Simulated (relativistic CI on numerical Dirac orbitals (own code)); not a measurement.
## Rh⁷⁺: resonant inelastic scattering at the M2,3 edge

Computed with this model: Dirac-Coulomb-Breit CI, KLI orbitals optimised for each configuration, model QED, valence Slater integrals scaled by 0.9, Kramers-Heisenberg scattering through one core-hole configuration in a parametric crystal field; configurations [Kr] 4d2 → [Ne] 3s2 3p5 3d10 4s2 4p6 4d3; 10 K; core-hole width 2 eV; summed over polarisations. Incident energies are the highest absorption maxima for each field (at most a few, so the weaker spin-orbit partner edge can be absent), on the computed scale of the free ion. Intensities are in per cent of the strongest line above 0.02 eV; levels within 1 cm⁻¹ are merged; final levels count from the ground level, the first row holds all elastic scattering, lines under 0.4 are left out and each table stops after 24 rows. The scale of the Slater integrals is a model choice and moves the terms in proportion.

Field parameters in Wybourne normalisation: D3d B²₀ = −7Dσ, B⁴₀ = −14Dq − 21Dτ, B⁴₃ = −14√(10/7) Dq. The field is a parameter set, without covalency.

S is read from ⟨S²⟩ = S(S + 1).

D3d, 10Dq = 38450, Dσ = -1200, Dτ = -180 cm⁻¹:

```csv
Final level (eV),Degeneracy,Irrep,S,512 eV,514.6 eV,516.1 eV
0.000,1,A1,0.99,893.5,1003.9,899.7
0.019,2,E,1.00,20.2,12.7,7.9
0.402,2,E,0.99,61.2,9.2,21.3
0.622,2,E,1.00,50.0,46.6,74.9
0.751,1,A2,1.00,0.6,2.1,4.4
0.796,1,A1,1.00,7.3,0.3,1.4
1.890,2,E,0.05,58.0,12.2,19.0
2.456,1,A1,0.05,28.6,13.6,4.2
2.458,2,E,0.04,17.2,12.6,4.7
4.622,1,A2,1.00,17.5,81.8,27.2
4.648,2,E,0.99,2.0,14.6,14.6
4.708,1,A1,0.15,3.0,0.6,2.5
4.831,1,A1,0.96,2.6,27.8,23.9
4.835,1,A2,1.00,0.7,2.0,0.2
4.905,2,E,0.99,15.5,100.0,40.6
4.975,2,E,1.00,0.6,5.0,2.2
6.130,1,A1,0.96,6.6,45.7,57.0
6.166,2,E,1.00,0.9,6.8,6.4
6.531,1,A1,0.81,0.6,1.3,3.3
6.545,1,A2,0.99,0.1,1.1,4.4
6.585,2,E,0.81,2.1,5.6,27.3
6.683,2,E,0.97,4.4,24.5,61.3
6.839,1,A1,0.41,0.8,4.6,22.8
6.940,2,E,0.42,0.8,4.3,12.5
```

D3d, 10Dq = 38450, Dσ = -860, Dτ = -180 cm⁻¹:

| Final level (eV) | Degeneracy | Irrep | S | 512 eV | 514.6 eV | 516.1 eV |
| --- | --- | --- | --- | --- | --- | --- |
| 0.000 | 1 | A1 | 0.99 | 1008.6 | 1107.4 | 1025.2 |
| 0.018 | 2 | E | 1.00 | 25.9 | 16.6 | 8.9 |
| 0.318 | 2 | E | 0.99 | 73.7 | 10.9 | 25.1 |
| 0.544 | 2 | E | 1.00 | 51.6 | 54.2 | 79.1 |
| 0.659 | 1 | A2 | 1.00 | 1.0 | 2.3 | 5.5 |
| 0.714 | 1 | A1 | 1.00 | 7.3 | 0.6 | 1.4 |
| 1.910 | 2 | E | 0.05 | 68.1 | 14.2 | 21.5 |
| 2.365 | 2 | E | 0.04 | 19.1 | 12.8 | 4.9 |
| 2.385 | 1 | A1 | 0.05 | 32.4 | 14.0 | 4.3 |
| 4.596 | 1 | A2 | 1.00 | 18.3 | 88.7 | 31.6 |
| 4.597 | 1 | A1 | 0.09 | 3.7 | 2.2 | 4.3 |
| 4.629 | 2 | E | 0.99 | 2.7 | 19.3 | 16.8 |
| 4.773 | 1 | A1 | 0.98 | 3.3 | 31.7 | 26.1 |
| 4.788 | 1 | A2 | 1.00 | 1.2 | 3.0 | 0.6 |
| 4.850 | 2 | E | 1.00 | 15.6 | 100.0 | 39.0 |
| 4.910 | 2 | E | 1.00 | 1.1 | 6.6 | 3.2 |
| 6.129 | 1 | A1 | 0.97 | 6.8 | 48.2 | 64.9 |
| 6.165 | 2 | E | 1.00 | 0.8 | 7.0 | 9.1 |
| 6.431 | 1 | A2 | 0.99 | 0.1 | 1.9 | 5.9 |
| 6.436 | 1 | A1 | 0.86 | 0.9 | 1.9 | 3.2 |
| 6.492 | 2 | E | 0.87 | 2.6 | 7.6 | 35.0 |
| 6.576 | 2 | E | 0.98 | 5.2 | 30.0 | 70.0 |
| 6.798 | 1 | A1 | 0.34 | 1.0 | 5.7 | 27.7 |
| 6.897 | 2 | E | 0.33 | 1.0 | 4.7 | 15.1 |

For the first field the strongest loss at the lowest incident energy is the level at 0.40 eV (S = 0.99, against 0.99 in the thermal ground state). Levels of other spin, the first over 8 % at 1.89 eV, appear because spin-orbit coupling of the core hole, and in heavier ions of the valence shell too, mixes spins.
